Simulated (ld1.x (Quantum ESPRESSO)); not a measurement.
## An all-electron radial function and its pseudo partner (Bi (Z = 83))

Columns: radius, all-electron u(r) and pseudo u(r) of the 6p shell (level -4.57 eV) of bismuth in the configuration [Xe] 4f14 5d10 6s2 6p3; PBE, scalar-relativistic, TM scheme, ld1.x (Quantum ESPRESSO) 7.5.

```tsv
r (bohr)	all-electron	pseudo
0.123	-0.1260	0.0021
0.245	0.1176	0.0084
0.368	0.1485	0.0193
0.490	-0.0472	0.0348
0.613	-0.2210	0.0556
0.735	-0.2864	0.0819
0.858	-0.2552	0.1147
0.980	-0.1634	0.1537
1.103	-0.0423	0.1997
1.225	0.0839	0.2513
1.348	0.2039	0.3082
1.470	0.3091	0.3673
1.593	0.3987	0.4266
1.715	0.4709	0.4820
1.838	0.5280	0.5312
1.960	0.5706	0.5710
2.083	0.6013	0.6011
2.205	0.6212	0.6211
2.328	0.6323	0.6323
2.450	0.6359	0.6359
2.573	0.6334	0.6334
2.695	0.6260	0.6260
2.818	0.6145	0.6145
2.940	0.5999	0.5999
3.063	0.5828	0.5828
3.185	0.5640	0.5640
```

Problem. How many radial nodes do the two functions have?

Solution. The all-electron 6p function has n − l − 1 = 4 (the table is too coarse to show those close to the nucleus); the pseudo-wave has 0, since the states of the same l below it are removed with the core.

Problem. At about which radius was the pseudo-wave matched?

Solution. 2.45 bohr. The columns agree to 0.0005 from 1.96 bohr on; several derivatives are matched, so the curves merge somewhat inside the radius.

Problem. Is the pseudo-wave norm-conserving?

Solution. Yes: the TM scheme keeps the norm inside the radius equal to the all-electron one, which fixes the energy derivative of the logarithmic derivative at the level.
